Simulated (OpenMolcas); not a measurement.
## OpenMolcas run: Os3+

Os3+ among 6 point charges of -1.5 e arranged as a trigonal antiprism (D3d), 1.95 Å from the ion, with a polar angle of 48.2° against the regular 54.74°. With inversion symmetry the input lists one of each pair of outer charges.

Input:

```
&GATEWAY
Coord
1

Os 0.0 0.0 0.0
Basis=ANO-RCC-VDZP
Group=XYZ
NoMove
AngMom=0.0 0.0 0.0
AMFI
XField
3 Angstrom 0
0.000000 1.452937 1.300567 -1.500000
1.258280 -0.726469 1.300567 -1.500000
1.258280 0.726469 -1.300567 -1.500000
&SEWARD
* reference wave functions (RASSCF and RASSI steps not shown): 5 electrons in 5 orbitals (5d)
>>> COPY JOB001 $Project.JobIph
&CASPT2
Multistate=1 1
Frozen=14 16
IPEA=0.25
Imaginary=0.1
MaxIter=60
WThr=0.0 0.3 0.05
PrWF=0.5
NoMix
>>> COPY JOB002 $Project.JobIph
&CASPT2
Multistate=24 1 2 3 4 5 6 7 8 9 10 11 12 13 14 15 16 17 18 19 20 21 22
23 24
NoMult
Frozen=14 16
IPEA=0.25
Imaginary=0.1
MaxIter=60
WThr=0.0 0.3 0.05
PrWF=0.5
NoMix
>>> COPY JOB003 $Project.JobIph
&CASPT2
Multistate=75 1 2 3 4 5 6 7 8 9 10 11 12 13 14 15 16 17 18 19 20 21 22
23 24 25 26 27 28 29 30 31 32 33 34 35 36 37 38 39 40 41 42 43 44 45 46
47 48 49 50 51 52 53 54 55 56 57 58 59 60 61 62 63 64 65 66 67 68 69 70
71 72 73 74 75
NoMult
Frozen=14 16
IPEA=0.25
Imaginary=0.1
MaxIter=60
WThr=0.0 0.3 0.05
PrWF=0.5
NoMix
```

Launched by
```bash
OMP_NUM_THREADS=1 MOLCAS_MEM=1689 MOLCAS_PROJECT=a pymolcas a.inp > a.log  # once for each step of the input, in one work folder
```

Output, cut to the results:

```
--- CASPT2 ---
Orbital specifications:
      -----------------------

      Symmetry species                           1   2
                                                ag  au
      Frozen orbitals                           14  16
      Inactive orbitals                          1   3
      Active orbitals                            5   0
      Secondary orbitals                        16  13
      Deleted orbitals                           0   0
      Number of basis functions                 36  32
Type of calculation                        SS-CASPT2
      Fock operator                              state-specific
      IPEA shift                                 0.25
      Real shift                                 0.00
      Imaginary shift                            0.10
      The input orbitals will be transformed to quasi-canonical
Reference energy:      -17243.1793655090
      E2 (Non-variational):      -0.2077260941
      Shift correction:          -0.0000950169
      E2 (Variational):          -0.2078211111
      Total energy:          -17243.3871866200
      Residual norm:              0.0000004603
      Reference weight:           0.96279
      Contributions to the CASPT2 correlation energy
      Active & Virtual Only:         -0.0373870032
      One Inactive Excited:          -0.1043865918
      Two Inactive Excited:          -0.0659524991
::    CASPT2 Root  1     Total energy: -17243.38718662
--- CASPT2 ---
Orbital specifications:
      -----------------------

      Symmetry species                           1   2
                                                ag  au
      Frozen orbitals                           14  16
      Inactive orbitals                          1   3
      Active orbitals                            5   0
      Secondary orbitals                        16  13
      Deleted orbitals                           0   0
      Number of basis functions                 36  32
Type of calculation                        SS-CASPT2
      Fock operator                              state-specific
      IPEA shift                                 0.25
      Real shift                                 0.00
      Imaginary shift                            0.10
      The input orbitals will be transformed to quasi-canonical
Reference energy:      -17243.1194335020
      E2 (Non-variational):      -0.2209356352
      Shift correction:          -0.0002427406
      E2 (Variational):          -0.2211783758
      Total energy:          -17243.3406118778
      Residual norm:              0.0000005608
      Reference weight:           0.95507
      Contributions to the CASPT2 correlation energy
      Active & Virtual Only:         -0.0479087692
      One Inactive Excited:          -0.1024242765
      Two Inactive Excited:          -0.0706025896
Reference energy:      -17243.1194334735
      E2 (Non-variational):      -0.2209899733
      Shift correction:          -0.0002368704
      E2 (Variational):          -0.2212268438
      Total energy:          -17243.3406603173
      Residual norm:              0.0000005872
      Reference weight:           0.95500
      Contributions to the CASPT2 correlation energy
      Active & Virtual Only:         -0.0479777083
      One Inactive Excited:          -0.1024130704
      Two Inactive Excited:          -0.0705991946
::    CASPT2 Root  1     Total energy: -17243.34061188
::    CASPT2 Root  2     Total energy: -17243.34066032
::    CASPT2 Root  3     Total energy: -17243.33820850
::    CASPT2 Root  4     Total energy: -17243.32745059
::    CASPT2 Root  5     Total energy: -17243.30899171
::    CASPT2 Root  6     Total energy: -17243.30890984
::    CASPT2 Root  7     Total energy: -17243.29402120
::    CASPT2 Root  8     Total energy: -17243.29401476
::    CASPT2 Root  9     Total energy: -17243.28688501
::    CASPT2 Root 10     Total energy: -17243.28025631
::    CASPT2 Root 11     Total energy: -17243.28008298
::    CASPT2 Root 12     Total energy: -17243.27004706
::    CASPT2 Root 13     Total energy: -17243.27009929
::    CASPT2 Root 14     Total energy: -17243.26363528
::    CASPT2 Root 15     Total energy: -17243.25249085
::    CASPT2 Root 16     Total energy: -17243.22929008
::    CASPT2 Root 17     Total energy: -17243.22896305
::    CASPT2 Root 18     Total energy: -17243.21459188
::    CASPT2 Root 19     Total energy: -17243.21038935
::    CASPT2 Root 20     Total energy: -17243.21062600
::    CASPT2 Root 21     Total energy: -17243.17487864
::    CASPT2 Root 22     Total energy: -17243.16663779
::    CASPT2 Root 23     Total energy: -17243.16666967
::    CASPT2 Root 24     Total energy: -17243.16374737
--- CASPT2 ---
Orbital specifications:
      -----------------------

      Symmetry species                           1   2
                                                ag  au
      Frozen orbitals                           14  16
      Inactive orbitals                          1   3
      Active orbitals                            5   0
      Secondary orbitals                        16  13
      Deleted orbitals                           0   0
      Number of basis functions                 36  32
Type of calculation                        SS-CASPT2
      Fock operator                              state-specific
      IPEA shift                                 0.25
      Real shift                                 0.00
      Imaginary shift                            0.10
      The input orbitals will be transformed to quasi-canonical
Reference energy:      -17243.1067681925
      E2 (Non-variational):      -0.2234763480
      Shift correction:          -0.0003062887
      E2 (Variational):          -0.2237826367
      Total energy:          -17243.3305508291
      Residual norm:              0.0000004193
      Reference weight:           0.95417
      Contributions to the CASPT2 correlation energy
      Active & Virtual Only:         -0.0507693430
      One Inactive Excited:          -0.1016781029
...
```

Spin-orbit levels above the lowest (labels of D3, the rotations of D3d), with the averaged single-state CASPT2 energies on the diagonal:

```csv
E (cm-1),Degeneracy,Label,2S+1,g
0,2,E1/2,6 (57 %),0.55 0.55 7.73
1300,2,E1/2,6 (76 %),0.58 4.96 4.96
1310,2,E3/2,6 (78 %),0.00 0.00 5.66
7150,2,E1/2,2 (49 %),1.58 1.58 4.24
11720,2,E3/2,4 (76 %),0.00 0.00 3.21
12030,2,E1/2,4 (51 %),0.22 1.10 1.10
12750,2,E1/2,4 (78 %),0.63 1.64 1.64
13850,2,E3/2,4 (74 %),0.00 0.00 6.26
14420,2,E1/2,4,0.00 0.00 4.20
15170,2,E3/2,4 (76 %),0.00 0.00 1.92
15270,2,E1/2,4 (86 %),0.47 0.47 0.74
16790,2,E1/2,4 (68 %),0.26 0.26 0.65
18040,2,E1/2,4 (66 %),0.32 0.32 2.55
18630,2,E1/2,4 (61 %),1.85 1.85 3.34
18770,2,E3/2,4 (76 %),0.00 0.00 0.85
19880,2,E3/2,2 (52 %),0.00 0.00 1.03
20300,2,E1/2,4 (71 %),0.36 0.36 0.51
20810,2,E1/2,4 (58 %),1.01 1.06 1.06
21230,2,E3/2,2 (56 %),0.00 0.00 2.83
21680,2,E1/2,4 (70 %),0.52 0.52 5.41
```

Roots that are degenerate in the reference are averaged as groups; the widest CASPT2 spread within a group is 72 cm-1 (the 2-fold group of multiplicity 4 near 34700 cm-1 above the lowest state of its run). Shifts and gaps below about the spread of the groups concerned are not significant. Spin-orbit coupling mixes the spin-free states strongly: the lowest level takes only 57 % from its leading state, 6A1. This shell can be high or low spin here, a state of another spin lies low, and with metal d orbitals alone active their balance is uncertain, so the ground spin may be wrong. Point charges give a weaker field than real ligands, and real ions of this kind are as a rule low spin; the high spin found here belongs to the model. Free-ion shares, where given, are those of the reference states; single-state CASPT2 does not remix them. This is an electrostatic model: the charges have no orbitals. No measured value stands beside these numbers.

The CASPT2 steps took 12 s on 1 thread of Arm Neoverse V1 (shared host); the integral step is not counted.
